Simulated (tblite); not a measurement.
Compound: C6H6OP2.
Numbering: `[CH3:1][c:2]1[cH:3][p:4][cH:5][c:6]([CH:7]=[O:8])[p:9]1` (hydrogens: H10, H11, H12 on C1; H13 on C3; H14 on C5; H15 on C7)

Cartesian coordinates in Å at the GFN2-xTB level; atoms count from 1:
```xyz
15
C6H6OP2 angstrom
C     -2.579    0.510   -0.389
C     -1.190    0.032   -0.057
C     -1.059   -1.116    0.687
P      0.365   -1.950    1.248
C      1.634   -0.949    0.634
C      1.543    0.215   -0.108
C      2.793    0.886   -0.494
O      3.906    0.520   -0.216
P      0.106    1.038   -0.677
H     -2.542    1.418   -0.988
H     -3.138    0.718    0.523
H     -3.122   -0.253   -0.946
H     -1.988   -1.598    0.985
H      2.645   -1.273    0.864
H      2.622    1.809   -1.089
```

All values are computed: GFN2-xTB (tblite) harmonic vibrations without scaling, gas phase. The method is semi-empirical: single wavenumbers can be off by several per cent or more. One conformer, not necessarily the lowest.

Harmonic wavenumbers (cm⁻¹): 55.9, 71.2, 138.8, 160.3, 170.1, 236.4, 299.1, 310.8, 375.4, 407.0, 483.2, 486.3, 604.8, 673.8, 733.7, 785.2, 846.5, 897.3, 914.2, 975.3, 1014.9, 1023.4, 1075.6, 1128.7, 1253.6, 1293.6, 1347.9, 1384.4, 1399.4, 1471.1, 1473.0, 1482.5, 1740.8, 2716.2, 2990.6, 3000.4, 3005.3, 3012.5, 3022.4.

A = 1833, B = 973.6, C = 638.5 MHz; mass 155.989 u (most abundant isotopes); point group Cs, symmetry number 1.

Task: What is the zero-point energy?

Result: ½Σν̃ = 22231 cm⁻¹ = 63.56 kcal/mol.

Task: Give the ideal-gas entropy at 298.15 K and 1 bar in the rigid-rotor, harmonic-oscillator model (classical rotation).

Result: Translation 41.07, rotation 30.02, vibration 26.80: S = 97.9 cal/(mol K).

Task: And Cp and H(298.15 K) − H(0)?

Result: Cp = 35.76 cal/(mol K), of which vibrations give 27.81 (their classical limit is 39 R = 77.5); H(298.15 K) − H(0) = 6.65 kcal/mol without the zero-point energy, 4.28 from vibrations.

Task: What must be added to the electronic energy to get the Gibbs energy at 298.15 K and 1 bar?

Result: ZPE + [H(298.15 K) − H(0)] − T·S = 63.56 + 6.65 − 29.19 = 41.02 kcal/mol.

Task: Which modes carry the vibrational entropy at 298.15 K?

Result: 55.9 cm⁻¹: 4.60; 71.2 cm⁻¹: 4.12; 138.8 cm⁻¹: 2.82; 160.3 cm⁻¹: 2.55; 170.1 cm⁻¹: 2.43; 236.4 cm⁻¹: 1.83 cal/(mol K); the other 33 give 8.45 together.

Task: Blend soft modes into free rotors: weight 1/[1 + (100 cm⁻¹/ν̃)⁴] for the oscillator and the rest for a rotor with moment μB/(μ + B), μ = h/(8π²ν), B = 10⁻⁴⁴ kg m². What vibrational entropy results?

Result: 24.92 cal/(mol K) in place of 26.80, which changes −T·S at 298.15 K by +0.56 kcal/mol.

Hindered rotation and anharmonicity are outside this model. Other conformers, if any are populated, would add a mixing term that is left out.
